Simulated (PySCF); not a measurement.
Precursor series Zr NH2-Br. All species are isolated molecules in the gas phase. One relaxed conformer stands for each flexible species; it need not be the lowest.

The LUMO from two functionals at the same geometries (r2SCAN-D4/def2-SVP), both in PySCF: PBE-D3(BJ)/def2-TZVP and B3LYP-D3(BJ)/def2-TZVP. B3LYP has the VWN-RPA correlation part, as in Gaussian. 

```json
[
 {"species": "0 of 4 NH2 replaced by Br ([Zr(NH2)4])", "PBE-D3(BJ)/def2-TZVP (eV)": "-0.82", "B3LYP-D3(BJ)/def2-TZVP (eV)": "-0.31"},
 {"species": "2 of 4 NH2 replaced by Br ([Zr(NH2)2(Br)2])", "PBE-D3(BJ)/def2-TZVP (eV)": "-2.44", "B3LYP-D3(BJ)/def2-TZVP (eV)": "-1.84"},
 {"species": "4 of 4 NH2 replaced by Br ([Zr(Br)4])", "PBE-D3(BJ)/def2-TZVP (eV)": "-3.61", "B3LYP-D3(BJ)/def2-TZVP (eV)": "-3.08"}
]
```

Over these rows, drawn at random from the members with no instability flagged (it was tested for open shells, ions and some series alone), PBE minus B3LYP-D3(BJ): mean -0.54 eV, from -0.60 eV to -0.50 eV.
